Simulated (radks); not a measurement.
Results of a calculation; reference values are marked as such.
How relativity changes the ionisation of neutral gold ([Xe] 4f14 5d10 6s1) to Au+ ([Xe] 4f14 5d10). Spin-unpolarised spherical Kohn-Sham, PBE, point nucleus unless stated (finite: rms radius 5.4371 fm), a radial shooting solver on a logarithmic mesh with Libxc functionals. A level marked "c x" has the speed of light scaled by that factor.

level                        E(Au) (hartree)  E(Au+) (hartree)  IE (eV)   HOMO  <r> HOMO (bohr)
non-rel.                         -17869.1361       -17868.8684    7.284     6s            3.374
scalar-rel.                      -19011.8709       -19011.5251    9.409     6s            2.867
scalar-rel., finite nucleus      -19007.6191       -19007.2736    9.402     6s            2.869
Dirac                            -19048.0965       -19047.7501    9.427  6s1/2            2.867
Dirac, finite nucleus            -19043.7959       -19043.4497    9.420  6s1/2            2.868
Dirac, c x 0.75                  -20408.5425       -20408.0755   12.707  5d5/2            1.736
Dirac, c x 1.25                  -18572.3835       -18572.0717    8.485  6s1/2            3.057
Dirac, c x 3                     -17980.7185       -17980.4443    7.460  6s1/2            3.321

NIST Atomic Spectra Database: 9.226 eV (measured). The relativistic part of the total energy of Au is -1175 hartree (Dirac, finite nucleus), 6.6 % of the non-relativistic value. Spin polarisation and multiplet splitting of open shells are left out at every level.

Beside tabulated values, note that relativity, absent from the non-relativistic runs, is large for the heavy elements, and spin-unpolarised runs miss the spin-polarisation part of the exchange energy of open shells.
